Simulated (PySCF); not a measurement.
**What settings do to a single point of [CeN(CH3)]−**

The sound run of [CeN(CH3)]− (singlet in the valence; each metal's 4f electrons, 1 of them, lie in its core potential, out of spins and levels) uses PySCF 2.14.0, RKS TPSS, Ce lcecp-1-SVP with ECP47, N def2-SVP, C def2-SVP, H def2-SVP; non-relativistic Hamiltonian with scalar-relativistic core potentials where named; density fitting; no spin-orbit coupling, grid (50, 194), threshold 1e-8 Eh and 55 cycles, at the relaxed geometry:

```xyz
6

Ce    0.1464    0.0000   -0.5182
N     1.4789    0.0000    0.9037
C    -2.1787    0.0000    0.8080
H    -3.1325    0.0000    0.2294
H    -2.2210   -0.8833    1.4874
H    -2.2210    0.8833    1.4874
```

There Ce1 has a Mulliken charge of -0.10 e and the dipole about the centre of mass is 6.48 D. Each run below changes one thing and starts from free metal ions and neutral atoms unless it says otherwise; with 55 cycles, smearing, a level shift and second-order steps follow where DIIS fails, and their cycles count. Energy shifts count from the sound run. On f atoms grids over 110 angular points are at least (60, 302).

```csv
change,outcome,cycles,energy shift (eV),largest force component (eV/Å),charge on Ce1 (e),dipole about the centre of mass (D)
cycle limit 3,not converged,3,–,–,–,–
```

Task: One further run converged with energy shift (eV) 0.0234, largest force component (eV/Å) 0.08, charge on Ce1 (e) -0.10, dipole about the centre of mass (D) 6.49. Which change was it?
A. grid (40, 110)
B. all coordinates × 1.05
C. start from a density of up to 30 smeared cycles (not counted)

Result: A.

Task: And the other changes listed?

Result: 
```
                                                       change    outcome  cycles  energy shift (eV)  largest force component (eV/Å)  charge on Ce1 (e)  dipole about the centre of mass (D)
                                       all coordinates × 1.05  converged      17               0.28                            1.85              -0.05                                 6.72
start from a density of up to 30 smeared cycles (not counted)  converged      12             0.0000                            0.01              -0.10                                 6.48
```

Forces carry noise of the integration grid, about 0.01 to 0.03 eV/Å.

No frequency check is given that shows the relaxed geometry to be a minimum. The gap of the closed shell is small, and it wasn't tested for a lower spin-broken solution at this geometry. An lcecp potential fixes the number of 4f electrons, so in runs with it no electron can move into or out of that shell.
